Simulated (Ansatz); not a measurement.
`ClB[SeH]` + `[SiH3]Cl` → `Cl[SiH2][SeH]` + `BCl` at 298.15 K and 1 bar (formal exchange of groups at the Se–B bond).

Program: Ansatz. Geometries: PBE0-D4/def2-TZVP. ΔE: electronic, gas phase. CCSD(T)/CBS adds triple-zeta CCSD(T) − MP2 to the extrapolated MP2 energy (def2 sets, frozen cores). This one scheme is used for every species. For Se outer-core shells are correlated without core-valence functions, which leaves a few kJ/mol of doubt a bond. Scalar relativity is left out up to krypton. Each species was taken in one conformer, which may not be the lowest.

| species | CCSD(T)/CBS energy (Eh) | H − E (kJ/mol) | S (J/(mol·K)) |
| --- | --- | --- | --- |
| `ClB[SeH]` | -2886.53463 | 71.9 | 292.7 |
| `[SiH3]Cl` | -750.69636 | 80.1 | 250.8 |
| `Cl[SiH2][SeH]` | -3151.43476 | 86.9 | 325.8 |
| `BCl` | -485.78909 | 65.8 | 234.3 |

H − E and S are ideal-gas, rigid-rotor, harmonic terms from PBE0-D4/def2-TZVP, for one conformer and one mirror image of each species. 1 Eh = 2625.50 kJ/mol, R = 8.31446 J/(mol·K).

By hand: ΔE, ΔH, ΔS and ΔG.

ΔE = (-3151.43476) + (-485.78909) − (-2886.53463) − (-750.69636) = 0.00714 Eh = 18.7 kJ/mol. Δ(H − E) = 86.9 + 65.8 − 71.9 − 80.1 = 0.7, so ΔH = 19.4 kJ/mol. ΔS = 325.8 + 234.3 − 292.7 − 250.8 = 16.6 J/(mol·K). ΔG = 19.4 − 298.15 × (16.6)/1000 = 14.5 kJ/mol.

By hand: the equilibrium constant, and the temperature at which ΔG would vanish if ΔH and ΔS stayed fixed.

log₁₀ K = −ΔG/(RT ln 10) = -2.5. ΔG = 0 at ΔH/ΔS = 1169 K, though so small a ΔS makes that figure unsure.

ΔH outweighs TΔS. A doubt of 5 kJ/mol in ΔE shifts log₁₀ K by 0.9 here. Other conformers and mirror images would add mixing entropy, several J/(mol·K) or more a flexible species. These are equilibria of isolated gas molecules and say nothing of rates. Largest T1 diagnostic: 0.012 (customary marks: 0.02 for closed shells, 0.045 for open ones).
